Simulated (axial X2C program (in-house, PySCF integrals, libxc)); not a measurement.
Potential curves of TiF⁺, with spin–orbit coupling

All values were computed with an axial X2C code built on PySCF integrals. Two-component (2c) means X2C with spin–orbit coupling and atomic mean-field two-electron Coulomb and Gaunt terms. Basis: Ti dyall-cv3z [10s10p6d4f2g], F dyall-av3z [7s6p3d2f] (cores contracted in-house); Gaussian nuclei, density fitting, unrestricted open shells. Masses: Ti 47.948 u, F 18.998 u.

State: Ω = 1 (⟨Sz⟩ = 1.00, ⟨Lz⟩ = 0.00 at HF). Energies in eV from the lowest point of each curve. Fits are polynomials in 1 − R0/R over 0.85 to 1.23 times the lowest point R0.

| R (Å) | MP2 | HF | PW91 | PBE0 |
| --- | --- | --- | --- | --- |
| 1.4955 | 1.5034 | 1.6200 | 1.2086 | 1.1963 |
| 1.5643 | 0.7031 | 0.7706 | 0.5123 | 0.5005 |
| 1.6159 | 0.3300 | 0.3705 | 0.2088 | 0.1992 |
| 1.6674 | 0.1080 | 0.1291 | 0.0489 | 0.0432 |
| 1.7190 | 0.0044 | 0.0126 | 0.0000 | 0.0000 |
| 1.7792 | 0.0000 | 0.0000 | 0.0500 | 0.0588 |
| 1.8393 | 0.0899 | 0.0878 | 0.1847 | 0.2046 |
| 1.9167 | 0.3048 | 0.3067 | 0.4439 | 0.4812 |
| 2.0112 | 0.6662 | 0.6806 | 0.8408 | 0.9040 |
| 2.1488 | 1.2957 | 1.3381 | 1.4891 | 1.5983 |

Correlated methods: 10 electrons correlated (number of frozen shells: Ti 3 s, 2 p; F 1 s), 280 virtual spin orbitals or spinors in MP2.

The state is a single determinant with fixed occupations, the lowest that a limited PBE0 search found. Density functionals use the spin component along the axis (collinear). PBE0 can misorder states that lie within some tenths of an eV, so this need not be the ground state of the molecule. The nearest other 2c determinant of the search, Ω = 2, lies 0.30 eV up at the distance of the search. With several unpaired electrons one determinant need not be a pure state. The outer-core s and p shells of the metal are frozen in the correlated rows, which leaves out core–valence correlation; for alkali and alkaline-earth bonds that tends to lengthen them. Open-shell Ω = 0 determinants with evenly filled partner blocks cannot be reached by this program, so the Ω shown need not be the lowest component. At some level and bond length an empty orbital lies below a filled one. MP2 and coupled cluster on one determinant become unreliable at the stretched end.

**Question.** Fit the MP2 curve near its minimum: give the equilibrium distance and the harmonic wavenumber.

**Answer.** At MP2, 2c: Re = 1.751 Å, ωe ≈ 773 cm⁻¹; Be follows as 0.404 cm⁻¹.

**Question.** What are Re and ωe at the HF level?

**Answer.** At HF, 2c: Re = 1.755 Å, ωe ≈ 788 cm⁻¹; Be follows as 0.402 cm⁻¹.

**Question.** Fit the PW91 curve near its minimum: give the equilibrium distance and the harmonic wavenumber.

**Answer.** At PW91, 2c: Re = 1.720 Å, ωe ≈ 798 cm⁻¹; Be follows as 0.419 cm⁻¹.

**Question.** Fit the PBE0 curve near its minimum: give the equilibrium distance and the harmonic wavenumber.

**Answer.** At PBE0, 2c: Re = 1.716 Å, ωe ≈ 814 cm⁻¹; Be follows as 0.421 cm⁻¹.
